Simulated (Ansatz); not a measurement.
Harmonic frequencies (cm⁻¹) at PBE0-D4/def2-TZVP from Ansatz: 190, 201, 250, 289, 313, 331, 362, 412, 430, 532, 793, 831, 853, 948, 988, 1573, 1580, 3618, 3623, 3714, 3724.

Each molecule was computed in one conformer, which needn't be the lowest.

Which molecule is it?
A. `C#C[Si](F)(F)C#C`
B. `F[Si](F)(F)[GeH3]`
C. `C[SiH](F)[SeH]`
D. `N[Si](N)(F)Cl`

D.
